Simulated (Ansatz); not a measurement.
Consider the redistribution: `[F][GeH]` + `[SiH3][O][Cd][Br]` → `[SiH3][O][GeH]` + `[F][Cd][Br]`.

Gas-phase electronic energies from Ansatz, PBE0-D4/def2-TZVP geometries. CCSD(T)/CBS adds triple-zeta CCSD(T) − MP2 to the extrapolated MP2 energy (def2 sets, frozen cores). Functionals use def2-TZVPP. HSE06 is defined as in plane-wave codes. Elements past krypton have def2 core potentials. For Br, Cd, Ge outer-core shells are correlated without core-valence functions, which leaves a few kJ/mol of doubt a bond. Scalar relativity is left out up to krypton. Each species was taken in one conformer, which may not be the lowest.

```json
{"level": "PBE-D4", "ΔE (kJ/mol)": "1.7"}
{"level": "HSE06-D4", "ΔE (kJ/mol)": "3.7"}
{"level": "CAM-B3LYP-D4", "ΔE (kJ/mol)": "5.3"}
{"level": "ωB97X-V", "ΔE (kJ/mol)": "5.8"}
{"level": "PBE-QIDH", "ΔE (kJ/mol)": "7.0"}
{"level": "revPBE", "ΔE (kJ/mol)": "2.7"}
{"level": "HF/CBS(def2)", "ΔE (kJ/mol)": "4.2"}
{"level": "MP2/CBS(def2)", "ΔE (kJ/mol)": "5.3"}
```

What does CCSD(T)/CBS give? (Estimate.)

The calculation gave: +2.9 kJ/mol. The listed levels differ from it by -1.2, 0.8, 2.4, 2.9, 4.1, -0.2, 1.3, 2.4 kJ/mol.

What do rigid-rotor, harmonic-oscillator terms from PBE0-D4/def2-TZVP frequencies (298.15 K, 1 bar) make of the CCSD(T)/CBS value? (An estimate is asked.)

The calculation gave: ΔZPE = +2.1 kJ/mol, ΔH = +4.7 kJ/mol, ΔS = -20 J/(mol·K), ΔG = +10.5 kJ/mol. Modes under 50 cm⁻¹ make the entropy rough.

Largest T1 diagnostic among the species: 0.014.

At CCSD(T), def2-SVP lies +6.9 kJ/mol from the extrapolated value and def2-TZVPP +6.1 kJ/mol. Leaving LDA and LC-ωPBE aside and taking each functional with its dispersion term where it has one, the values, not all of them listed here, spread over 6.9 kJ/mol, from revPBE-D4 to PBE-QIDH.
